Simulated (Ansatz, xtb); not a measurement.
**Relative energy of two isomers of C6H3NO2**

Structure a is `N#Cc1coc(C=O)c1`, a singlet and structure b is `N#Cc1cocc1C=O`, a singlet. Both are isolated molecules in the gas phase, relaxed with PBE-D3(BJ)/def2-SVP, each in the lowest conformer that the search found.

Quicker runs give these differences E(b) − E(a): GFN2-xTB +0.012 eV; HF/STO-3G +0.034 eV (at GFN2-xTB geometries); r2SCAN-D4/def2-SVP +0.093 eV (at GFN2-xTB geometries).

**Question.** Estimate E(b) − E(a) at the level CCSD(T)/def2-SVP + ΔMP2/def2-TZVPP.

**Answer.** CCSD(T)/def2-SVP + ΔMP2/def2-TZVPP gives E(b) − E(a) = +0.048 eV, favouring structure a, but this leans on the basis-set step: CCSD(T) alone gives +0.033 eV.

How the difference moves with the method:

```json
{"level": "GFN2-xTB", "geometry": "GFN2-xTB", "E(b) − E(a) (eV)": "+0.012", "departure from the last row (eV)": "−0.036", "job, with rough time for the two": "optimisation, 0.38 s"}
{"level": "HF/STO-3G", "geometry": "GFN2-xTB", "E(b) − E(a) (eV)": "+0.034", "departure from the last row (eV)": "−0.015", "job, with rough time for the two": "single point, 1.8 s"}
{"level": "r2SCAN-D4/def2-SVP", "geometry": "GFN2-xTB", "E(b) − E(a) (eV)": "+0.093", "departure from the last row (eV)": "+0.045", "job, with rough time for the two": "single point, 11 s"}
{"level": "PBE-D3(BJ)/def2-SVP", "geometry": "PBE-D3(BJ)/def2-SVP", "E(b) − E(a) (eV)": "+0.083", "departure from the last row (eV)": "+0.034", "job, with rough time for the two": "optimisation, 61 s"}
{"level": "HF/def2-SVP", "geometry": "PBE-D3(BJ)/def2-SVP", "E(b) − E(a) (eV)": "+0.040", "departure from the last row (eV)": "−0.008", "job, with rough time for the two": "part of the CCSD(T) run"}
{"level": "MP2/def2-SVP", "geometry": "PBE-D3(BJ)/def2-SVP", "E(b) − E(a) (eV)": "+0.038", "departure from the last row (eV)": "−0.011", "job, with rough time for the two": "part of the CCSD(T) run"}
{"level": "CCSD(T)/def2-SVP", "geometry": "PBE-D3(BJ)/def2-SVP", "E(b) − E(a) (eV)": "+0.033", "departure from the last row (eV)": "−0.016", "job, with rough time for the two": "single point"}
{"level": "CCSD(T)/def2-SVP + ΔMP2/def2-TZVPP", "geometry": "PBE-D3(BJ)/def2-SVP", "E(b) − E(a) (eV)": "+0.048", "departure from the last row (eV)": "", "job, with rough time for the two": "single point, 4.2 min"}
```

As drawn, both hold the same kinds of bond in the same numbers.

GFN2-xTB finds them nearly level. The largest departure from CCSD(T)/def2-SVP + ΔMP2/def2-TZVPP is that of r2SCAN-D4/def2-SVP, 0.045 eV. The last row adds to CCSD(T) the change of the MP2 difference between the two basis sets, here +0.016 eV.

With thermal terms from frequencies at re-optimised GFN2-xTB minima (ideal gas, soft modes damped towards free rotors, one conformer each, 298.15 K, 1 atm): on the last row, ΔE + ΔZPE = +0.051, ΔH = +0.051, ΔG = +0.047 eV.

The correlated steps freeze 9 core orbitals. Codes used: Ansatz 0.2.0, xtb 6.7.1; the last row on 2 threads of Intel(R) Xeon(R) Processor @ 2.50GHz (Skylake/Cascade Lake) on a shared host.
